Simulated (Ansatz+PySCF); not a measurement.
**singlet BeO: levels of theory in one basis**

```xyz
2

Be    0.0000    0.0000   -1.7846
O     0.0000    0.0000    0.8923
```

Basis set: STO-3G (spherical functions). Frozen core: 1 orbital. Charge 0, multiplicity 1.

Computed with Ansatz (development build ahead of 0.2.0); each method stands on the lowest determinant of its kind that the runs found. NEVPT2 correlates all electrons. Active spaces start from the frontier orbitals, and the lowest solution found is given.

| method | E − E(RHF) (eV) | <S²> of the determinant |
| --- | --- | --- |
| RHF | 0.00 | 0.00 |
| UHF | -2.66 | 1.28 |
| UHF-MP2 | -3.13 | 1.28 |
| RHF-CCSD | -2.77 | – |
| RHF-CCSD(T) | -2.79 | – |
| UHF-CCSD(T) | -5.10 | 1.28 |
| RHF-CCSDT(Q) | -2.74 | – |
| full CI (lowest root of this spin) | -3.02 | – |
| CASSCF(8,8) | -3.01 | – |
| SC-NEVPT2(8,8) | -3.02 | – |

Q: What does RHF-MP2 give on the same scale?

A: -1.05 eV.

Unrestricted totals that lie under full CI have fallen onto a higher spin multiplicity. At such a shape the full CI root can have another spatial symmetry than the determinants, so the rows needn't describe one state.

Q: Is a single determinant a sound starting point here?

A: It is doubtful. Unrestricted orbitals lower Hartree–Fock by 2.66 eV and <S²> is 1.28 where a pure state has 0.00, a sign of strong static correlation. The CASSCF(8,8) natural occupations are 2.00, 1.92, 1.64, 1.03, 1.00, 0.27, 0.11, 0.03.

Caution: another spin multiplicity may lie lower. Caution for RHF, RHF-MP2, RHF-CCSD, RHF-CCSD(T), RHF-CCSDT(Q): an unrestricted determinant lies well below. Caution for UHF, UHF-MP2, UHF-CCSD(T): the unrestricted determinant is a mixture of spin states. Caution for RHF-MP2, UHF-MP2, RHF-CCSD, RHF-CCSD(T), RHF-CCSDT(Q): large amplitudes, a single reference is doubtful. Caution for UHF-MP2, UHF-CCSD(T): a plain start can end on a higher determinant. Caution for RHF-CCSD(T): the program finds a lower state of this spin; the program doubts this total. Caution for UHF-CCSD(T): very large amplitudes, the method is breaking down; the amplitudes may be one of several solutions. Caution for CASSCF(8,8): other starts end on other solutions of this active space.
